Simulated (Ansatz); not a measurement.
Born–Oppenheimer molecular dynamics of C2H9NSi (13 atoms, charge 0, multiplicity 1). It starts from a relaxed structure.

Computed with RKS PBE0-D4/STO-3G in Ansatz.

- ensemble: NVT, Langevin thermostat
- time step: 0.25 fs
- steps asked: 250
- set temperature: 300 K
- friction: 0.005 /fs
- seed: 728546

First frame:

```xyz
13
Properties=species:S:1:pos:R:3
Si -0.002 0.014 0.060
N 0.171 -0.451 1.766
C -1.117 -0.491 2.509
H -1.831 -1.135 1.972
H -0.952 -0.922 3.510
H -1.591 0.503 2.651
C 1.159 0.371 2.514
H 1.317 -0.063 3.515
H 2.122 0.363 1.981
H 0.856 1.429 2.656
H 1.303 -0.068 -0.551
H -0.512 1.361 -0.114
H -0.920 -0.912 -0.556
```

Task: How far do the bonds stretch over the last three quarters of this one trajectory? (Pairs bonded in most of those frames.)

Result: 
```json
{"bond": "Si1–N2", "mean (Å)": "1.752", "spread (Å)": "0.019", "shortest": "1.72", "longest": "1.78"}
{"bond": "Si1–H11", "mean (Å)": "1.444", "spread (Å)": "0.025", "shortest": "1.40", "longest": "1.49"}
{"bond": "Si1–H12", "mean (Å)": "1.452", "spread (Å)": "0.017", "shortest": "1.42", "longest": "1.49"}
{"bond": "Si1–H13", "mean (Å)": "1.445", "spread (Å)": "0.027", "shortest": "1.40", "longest": "1.49"}
{"bond": "N2–C3", "mean (Å)": "1.484", "spread (Å)": "0.026", "shortest": "1.44", "longest": "1.52"}
{"bond": "N2–C7", "mean (Å)": "1.483", "spread (Å)": "0.005", "shortest": "1.48", "longest": "1.49"}
{"bond": "C3–H4", "mean (Å)": "1.104", "spread (Å)": "0.020", "shortest": "1.07", "longest": "1.14"}
{"bond": "C3–H5", "mean (Å)": "1.105", "spread (Å)": "0.017", "shortest": "1.07", "longest": "1.14"}
{"bond": "C3–H6", "mean (Å)": "1.111", "spread (Å)": "0.010", "shortest": "1.09", "longest": "1.13"}
{"bond": "C7–H8", "mean (Å)": "1.106", "spread (Å)": "0.007", "shortest": "1.09", "longest": "1.12"}
{"bond": "C7–H9", "mean (Å)": "1.101", "spread (Å)": "0.010", "shortest": "1.08", "longest": "1.12"}
{"bond": "C7–H10", "mean (Å)": "1.110", "spread (Å)": "0.018", "shortest": "1.08", "longest": "1.15"}
```

Mean temperature of the second half: 173 K. The mean temperature of the second half is 42 % below the set value. A run of 0.062 ps of so small a system gives no equilibrium averages. Limits of this set-up: minimal basis.

Run time: 3.1 min on 1 thread of AMD EPYC 9R45 96-Core Processor (Zen 5), with other jobs on the host, peak memory 0.11 GiB.
